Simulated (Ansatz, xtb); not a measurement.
## C5H7ClSi: which of two isomers lies lower

Structure a is `CC1=C[Si@@H](Cl)C=C1`, a singlet and structure b is `C[Si]1(Cl)C=CC=C1`, a singlet. Both are isolated molecules in the gas phase, relaxed with PBE-D3(BJ)/def2-SVP.

Estimate E(b) − E(a) at the level CCSD(T)/def2-SVP + ΔMP2/def2-TZVPP.

Calculated at CCSD(T)/def2-SVP + ΔMP2/def2-TZVPP: E(b) − E(a) = −0.319 eV, so structure b lies lower.

How the difference moves with the method:

```
                             level             geometry  E(b) − E(a) (eV)  departure from the last row (eV)  job, with rough time for the two
                          GFN2-xTB             GFN2-xTB              +0.486                            +0.805              optimisation, 0.31 s
                         HF/STO-3G             GFN2-xTB              −0.337                            −0.018               single point, 1.1 s
                r2SCAN-D4/def2-SVP             GFN2-xTB              −0.279                            +0.040               single point, 6.6 s
               PBE-D3(BJ)/def2-SVP  PBE-D3(BJ)/def2-SVP              −0.259                            +0.060                optimisation, 42 s
                       HF/def2-SVP  PBE-D3(BJ)/def2-SVP              −0.229                            +0.090           part of the CCSD(T) run
                      MP2/def2-SVP  PBE-D3(BJ)/def2-SVP              −0.232                            +0.087           part of the CCSD(T) run
                  CCSD(T)/def2-SVP  PBE-D3(BJ)/def2-SVP              −0.214                            +0.105                      single point
CCSD(T)/def2-SVP + ΔMP2/def2-TZVPP  PBE-D3(BJ)/def2-SVP              −0.319                                                  single point, 98 s
```

As drawn, b has 1 C–Si, 1 C–H in place of 1 C–C, 1 Si–H.

GFN2-xTB puts the two in the other order. The largest departure from CCSD(T)/def2-SVP + ΔMP2/def2-TZVPP is that of GFN2-xTB, 0.805 eV. The last row adds to CCSD(T) the change of the MP2 difference between the two basis sets, here −0.105 eV.

With thermal terms from frequencies at re-optimised GFN2-xTB minima (ideal gas, soft modes damped towards free rotors, one conformer each, 298.15 K, 1 atm): on the last row, ΔE + ΔZPE = −0.274, ΔH = −0.266, ΔG = −0.287 eV.

The correlated steps freeze 15 core orbitals. Mirror images aren't counted in ΔG. Run with Ansatz 0.2.0, xtb 6.7.1; the last row on 2 threads of Intel(R) Xeon(R) Platinum 8259CL CPU @ 2.50GHz (Skylake/Cascade Lake) on a shared host.
